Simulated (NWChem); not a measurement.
Molecule: C₂H₅AlO₂; SMILES [CH]([Al]([OH])[OH])=C

```xyz
10

Al    -0.0840    -0.3944     0.0000
C     -0.8139     1.3916     0.0000
C     -0.0177     2.4719     0.0000
H     -1.8982     1.5686     0.0000
H     -0.4120     3.4967     0.0000
H      1.0757     2.3845     0.0000
O      1.6124    -0.5266     0.0000
H      2.1619    -1.3093     0.0000
O     -1.1427    -1.7253     0.0000
H     -0.9408    -2.6603     0.0000
```
Atoms are numbered in this order, from 1.

Program: NWChem. Pople sets run with spherical d functions. Coordinates come from a PBE0/def2-SVP optimisation. Atomic charges in e: unrestrained fits to the electrostatic potential beside Mulliken populations; buried atoms are poorly determined by the fit.

### Question
Estimate the computed values for Hartree-Fock/6-31G*. Quantities: ESP Al1; Mulliken Al1; ESP C2; Mulliken C2; ESP C3; Mulliken C3; ESP O7; Mulliken O7; ESP O9; Mulliken O9; relative RMS misfit of the potential (%).

### Answer
The ESP Al1 is 1.27 and the Mulliken Al1 is 1.22. The ESP C2 comes out as -0.48 and the Mulliken C2 comes out as -0.43. The ESP C3 is -0.21 and the Mulliken C3 is -0.34. The ESP O7 is -0.92, the Mulliken O7 is -0.96 and the ESP O9 is -0.96. The Mulliken O9 is -0.96 and the relative RMS misfit of the potential (%) is 20.
